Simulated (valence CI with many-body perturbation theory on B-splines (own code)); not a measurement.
# Hyperfine factors and g values of Ir43+

Computed by relativistic CI+MBPT: six valence electrons over a frozen Dirac-Fock core [Ar] 3d10, a basis of 9 s, 9 p, 8 d, 6 f, 3 g, 1 h functions for each j, with the one-electron correlation potential Σ1 (screened to all orders), the two-electron term Σ2, the three-electron term Σ3, Breit, model QED; selected single and double excitations, second order for the rest, scaled by the run's own slope (own B-spline code, finite nucleus).

No measured spectrum was set against this ion. As an estimate, large intervals hold to a few tenths of a per cent, small ones and those within an open d or f shell to about a per cent. Among the levels kept, up to 660 cm⁻¹ of a level comes from second order outside the variational space, and about a tenth of that is noise between levels of different J, which matters for small intervals.

A/g_I is the dipole constant over the nuclear g factor μ/I (μ in nuclear magnetons, uniformly magnetised nucleus), B/Q the quadrupole constant per barn. Both hold the static response of the core; the bare values leave it out. Large factors of s and p1/2 electrons are usually good to 5 to 10 %; those of open d and f shells near neutrality can be off by tens of per cent, and small factors of p3/2, d and f electrons come from cancelling terms and can be off by a factor of two or in sign, in half-filled shells by more. B is blank for J = 1/2, where it vanishes, and for nearly pure S terms. Energies count from the lowest level. Levels with J = 0 are left out.

Levels are named by their leading jj configuration (3d3/2^4 stands for four electrons in 3d with j = 3/2), which in mixed levels can hold well under half, so a name can repeat and another be missing. Letters in brackets count levels of one name in rising energy.

| Level | E (eV) | g | A/g_I (MHz) | A/g_I bare | B/Q (MHz/b) | B/Q bare |
| --- | --- | --- | --- | --- | --- | --- |
| (4s^2 4p1/2^2 4p3/2^2) J=2 | 0.00 | 1.342 | 65200 | 62700 | 13200 | 12800 |
| (4s^2 4p1/2 4p3/2^3) J=1 | 114.44 | 1.497 | -69200 | -67800 | -66300 | -64300 |
| (4s^2 4p1/2 4p3/2^3) J=2 | 119.17 | 1.148 | 202000 | 196000 | -146000 | -142000 |
| (4s^2 4p1/2^2 4p3/2 4d3/2) J=2 | 164.08 | 1.050 | 50500 | 49200 | -2100 | -2010 |
| (4s^2 4p1/2^2 4p3/2 4d3/2) J=1 | 167.29 | 1.135 | 39100 | 38200 | -56300 | -54800 |
| (4s^2 4p1/2^2 4p3/2 4d3/2) J=3 | 168.20 | 1.113 | 47400 | 46300 | 132000 | 128000 |
| (4s^2 4p1/2^2 4p3/2 4d5/2) J=4 | 190.59 | 1.263 | 31400 | 30700 | 138000 | 134000 |
| (4s^2 4p1/2^2 4p3/2 4d5/2) J=2 | 191.94 | 1.275 | 62700 | 61300 | -88700 | -85900 |
| (4s^2 4p1/2^2 4p3/2 4d5/2) J=3 | 205.01 | 1.188 | 28900 | 28300 | 8340 | 8420 |
| (4s^2 4p1/2^2 4p3/2 4d5/2) J=1 | 208.56 | 1.065 | -37600 | -34900 | 14600 | 14200 |
| (4s 4p1/2^2 4p3/2^3) J=2 | 226.72 | 1.460 | 439000 | 425000 | -126000 | -122000 |
| (4s 4p1/2^2 4p3/2^3) J=1 | 238.78 | 1.160 | -313000 | -303000 | -40800 | -39500 |
| (4s^2 4p1/2 4p3/2^2 4d3/2) J=1 [a] | 273.84 | 0.988 | 104000 | 101000 | -20100 | -19600 |
| (4s^2 4p1/2 4p3/2^2 4d3/2) J=2 [a] | 273.93 | 1.034 | 111000 | 108000 | -71400 | -69200 |
| (4s^2 4p1/2 4p3/2^2 4d3/2) J=3 [a] | 277.89 | 1.090 | 110000 | 107000 | -7470 | -7110 |
| (4s^2 4p1/2 4p3/2^2 4d3/2) J=4 | 282.38 | 1.056 | 121000 | 117000 | 21300 | 21100 |
| (4s^2 4p1/2 4p3/2^2 4d3/2) J=2 [b] | 288.10 | 0.826 | 160000 | 156000 | 73400 | 71500 |
| (4s^2 4p1/2 4p3/2^2 4d3/2) J=3 [b] | 296.85 | 1.314 | -801 | -468 | 28400 | 27600 |
| (4s^2 4p1/2 4p3/2^2 4d3/2) J=2 [c] | 298.35 | 1.275 | 83000 | 80500 | 4630 | 4240 |
| (4s^2 4p1/2 4p3/2^2 4d5/2) J=4 [a] | 299.09 | 1.298 | -15800 | -15100 | 53800 | 52600 |
| (4s^2 4p1/2 4p3/2^2 4d3/2) J=1 [b] | 299.14 | 1.469 | 142000 | 136000 | 15000 | 14500 |
| (4s^2 4p1/2 4p3/2^2 4d5/2) J=3 [a] | 299.59 | 1.190 | -18800 | -18200 | 7960 | 8080 |
| (4s^2 4p1/2 4p3/2^2 4d5/2) J=1 [a] | 304.74 | 1.024 | 317000 | 309000 | -11100 | -10700 |
| (4s^2 4p1/2 4p3/2^2 4d5/2) J=4 [b] | 305.15 | 1.179 | 102000 | 99100 | 130 | 328 |
| (4s^2 4p1/2 4p3/2^2 4d5/2) J=5 | 306.91 | 1.195 | 93500 | 90800 | 27500 | 27100 |
| (4s^2 4p1/2 4p3/2^2 4d3/2) J=1 [c] | 307.64 | 0.912 | -89700 | -85900 | 12400 | 12200 |
| (4s^2 4p1/2 4p3/2^2 4d5/2) J=2 [a] | 315.14 | 1.277 | -76700 | -73700 | 119000 | 115000 |
| (4s^2 4p1/2 4p3/2^2 4d5/2) J=3 [b] | 318.68 | 1.123 | 115000 | 112000 | 138000 | 134000 |
| (4s^2 4p1/2 4p3/2^2 4d5/2) J=2 [b] | 322.62 | 1.080 | 106000 | 103000 | 16300 | 15900 |
| (4s^2 4p1/2 4p3/2^2 4d5/2) J=1 [b] | 324.19 | 1.247 | -103000 | -99300 | 2060 | 1980 |
| (4s^2 4p1/2 4p3/2^2 4d5/2) J=3 [c] | 327.57 | 1.075 | 123000 | 119000 | -106000 | -103000 |
| (4s^2 4p1/2 4p3/2^2 4d5/2) J=2 [c] | 330.08 | 1.232 | 2010 | 2160 | -108000 | -104000 |
| (4s^2 4p1/2^2 4d3/2^2) J=2 | 331.01 | 0.756 | 30200 | 30300 | 1370 | 1340 |

Take the isotope of mass number 193, with I = 3/2, μ = 0.163 μN and Q = 0.751 b. What is the hyperfine structure of (4s^2 4p1/2^2 4p3/2 4d3/2) J=2?

From the table A = 5490 MHz, B = -1580 MHz. Shifts from the centre of gravity in MHz: F = 1/2: -26100, F = 3/2: -16500, F = 5/2: -1760, F = 7/2: 16100.
